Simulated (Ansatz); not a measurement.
PBE exchange is replaced step by step with exact exchange (0 % is PBE, 25 % PBE0; no dispersion term), basis def2-TZVP, Ansatz. System: (HCd-mu-Cl)2 (Cd2H2Cl2). The state is a singlet with charge 0. Geometry: PBE-D4/def2-SVP.

Geometry of the singlet:

```xyz
6

Cd    1.4999   -0.8823    0.6511
H     2.8528   -1.6841    1.2363
Cl    0.6971    0.0072   -1.5974
Cd   -1.4997    0.8834   -0.6502
H    -2.8575    1.6733   -1.2400
Cl   -0.6926    0.0025    1.6001
```

In the def2 sets Cd takes a core potential; there is no spin–orbit coupling.

| exact exchange (%) | HOMO (eV) | LUMO (eV) | gap (eV) |
| --- | --- | --- | --- |
| 0 | -7.20 | -2.06 | 5.14 |
| 5 | -7.43 | -1.89 | 5.54 |
| 10 | -7.65 | -1.72 | 5.93 |
| 15 | -7.88 | -1.55 | 6.33 |
| 25 | -8.34 | -1.21 | 7.13 |
| 50 | -9.51 | -0.37 | 9.14 |

(1) Fit a straight line to the column «gap (eV)» against the share of exact exchange and predict its value at 35 %.

Answers

(1) With x = exact exchange (%) and y = gap (eV): mean x = 17.5, mean y = 6.535; Σ(x − x̄)(y − ȳ) = 131, Σ(x − x̄)² = 1638; slope b = 0.07998, intercept a = ȳ − b·x̄ = 5.135. The residuals of the fitted rows reach 0.01. At x = 35 the line gives 5.135 + (0.07998 × 35) = 7.93; the run gave 7.93, the same within rounding.
